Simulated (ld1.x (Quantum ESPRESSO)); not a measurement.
Se, PAW: configuration errors across variants

selenium (Se), PAW, made with ld1.x (Quantum ESPRESSO) 7.5 (PBE, scalar-relativistic). Core [Ne], reference 3s2 3p6 3d10 4s2 4p4. Waves: 3s (bound): rcut 1.05, rcutus 1.20 bohr; 4s (bound): rcut 1.05, rcutus 1.20 bohr; 3p (bound): rcut 0.80, rcutus 1.00 bohr; 4p (bound): rcut 0.80, rcutus 1.00 bohr; 3d (bound): rcut 0.90, rcutus 1.10 bohr; 3d channel at -3.25 Ry: rcut 0.90, rcutus 1.10 bohr. Local part: all-electron potential smoothed inside 1.20 bohr (lloc = -1). Core correction: a·sin(br)/r model core, default radius (ld1.x builds one for every PAW set, though the input has nlcc=.false.). Augmentation charge: PSQ, inside the norm-conserving radii.

All-electron excitation energies from the reference (eV): (1) 3s2 3p6 3d10 4s2 4p3 10.845; (2) 3s2 3p6 3d10 4s2 4p2 31.193; (3) 3s2 3p6 3d10 4s2 4p1 62.061; (4) 3s2 3p6 3d10 4s2 4p0 104.245; (5) 3s2 3p6 3d10 4s2 4p3.5 4.310; (6) 3s2 3p6 3d9 4s2 4p5 51.673; (7) 3s2 3p6 3d10 4s2 4p4.3 -1.593.

The overlap operator is not positive definite (basis up to 400 Ry) in “base”, “wave 3d channel at -3.25 Ry: rcut 0.90, rcutus 1.10 bohr becomes 3d channel at -2.77 Ry: rcut 0.90, rcutus 1.10 bohr”, “waves 3p (bound): rcut 0.80, rcutus 1.26 bohr; 4p (bound): rcut 0.80, rcutus 1.26 bohr”, “waves 3d (bound): rcut 0.90, rcutus 1.06 bohr; 3d channel at -3.25 Ry: rcut 0.90, rcutus 1.06 bohr”, “augmentation PSQ, radius 0.90 bohr”. Such files are unfit for use, however small their errors in these radial tests.

The file “type TM; waves now 3s (bound): rc 1.20 bohr; 3d (bound): rc 1.10 bohr; 3p (bound): rc 1.00 bohr; local potential the p channel; core correction none” misses its own reference levels by 3.4 eV.

Errors AE − PS in meV (a dash: test not solved or not reliable):

| change | (1) | (2) | (3) | (4) | (5) | (6) | (7) | bound ghosts |
| --- | --- | --- | --- | --- | --- | --- | --- | --- |
| base | -0.7 | -1.0 | +0.2 | +4.5 | -0.3 | +140 | +0.1 | not determined (overlap not positive) |
| wave 3d channel at -3.25 Ry: rcut 0.90, rcutus 1.10 bohr becomes 3d channel at -2.77 Ry: rcut 0.90, rcutus 1.10 bohr | -0.7 | -1.0 | +0.2 | +4.4 | -0.3 | +133 | +0.1 | not determined (overlap not positive) |
| type TM; waves now 3s (bound): rc 1.20 bohr; 3d (bound): rc 1.10 bohr; 3p (bound): rc 1.00 bohr; local potential the p channel; core correction none | -124 | -327 | -602 | -938 | -52 | +496 | +22 | none |
| waves 3p (bound): rcut 0.80, rcutus 1.26 bohr; 4p (bound): rcut 0.80, rcutus 1.26 bohr | -1.1 | -0.2 | +11 | +48 | -0.6 | -17 | +0.2 | not determined (overlap not positive) |
| local potential all-electron potential smoothed inside 1.30 bohr (lloc = -1) | – | – | – | – | – | – | – | none |
| waves 3d (bound): rcut 0.90, rcutus 1.06 bohr; 3d channel at -3.25 Ry: rcut 0.90, rcutus 1.06 bohr | -0.7 | -1.0 | +0.1 | +4.0 | -0.3 | +144 | +0.2 | not determined (overlap not positive) |
| augmentation PSQ, radius 0.90 bohr | -0.9 | -2.0 | -3.4 | -4.8 | -0.4 | +204 | +0.1 | not determined (overlap not positive) |

(1) Give the same row for: waves 3s (bound): rcut 0.76, rcutus 0.80 bohr; 4s (bound): rcut 0.76, rcutus 0.80 bohr.

## Answers

(1) -0.9, -3.1, -6.6, -11, -0.4, -15, +0.1; bound ghosts: none.
